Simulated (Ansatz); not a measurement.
W₆⁺, relaxed as a doublet with UKS PBE-D4/def2-SVP in Ansatz, starting from packed atoms. Force threshold 0.02 eV/Å.

In the def2 sets W takes a core potential; there is no spin–orbit coupling. The structure comes from a short search, and lower isomers may exist.

Start:

```
atom   x (Å)   y (Å)   z (Å)
  W1  -2.031   0.496   0.122
  W2   0.932   2.448   0.436
  W3  -1.389  -2.373  -1.988
  W4   1.633   0.459   2.955
  W5   0.809  -1.535   0.540
  W6   0.046   0.504  -2.065
```

```csv
step,energy (eV),largest force component (eV/Å),SCF passes
1,-10937.4353,2.664,203
2,-10940.8118,3.958,122
3,-10945.1426,5.303,117
4,-10948.2665,4.616,80
5,-10950.1399,2.501,80
6,-10950.7504,0.827,85
7,-10951.0651,0.708,83
8,-10951.1797,0.871,67
9,-10951.2925,0.654,68
10,-10951.4351,0.979,66
11,-10951.7691,1.722,82
12,-10952.4912,0.984,67
13,-10952.7465,1.252,74
14,-10953.0688,1.819,69
15,-10953.2132,0.432,65
16 (rejected),-10952.9092,1.361,78
17,-10953.2386,0.253,65
18,-10953.2536,0.163,60
19,-10953.2642,0.173,62
20 (rejected),-10952.7468,2.641,71
21,-10953.2712,0.150,53
22 (rejected),-10953.2531,0.669,55
23,-10953.2799,0.100,54
24 (rejected),-10953.2772,0.292,56
25,-10953.2834,0.075,53
26 (rejected),-10953.2815,0.106,55
27,-10953.2840,0.043,49
28,-10953.2841,0.016,40
```

Force components are those of the run's own axes.

End:

```xyz
6

W    -1.3632    0.4244    0.5316
W     0.6371    1.7259    0.2200
W    -1.2103   -1.4378   -1.0572
W     0.5782    0.1543    2.0716
W     1.0110   -1.1395    0.0334
W     0.3472    0.2727   -1.7994
```

Bonds formed: W1–W4, W2–W3, W4–W6 (atoms count from 1). Metal–metal contacts that move far: W2–W5 3.99 to 2.90 Å.

No frequencies were taken in this run, so the end may be a saddle point.

Run time 5.5 min (4 threads of Arm Neoverse V2 on a shared host).
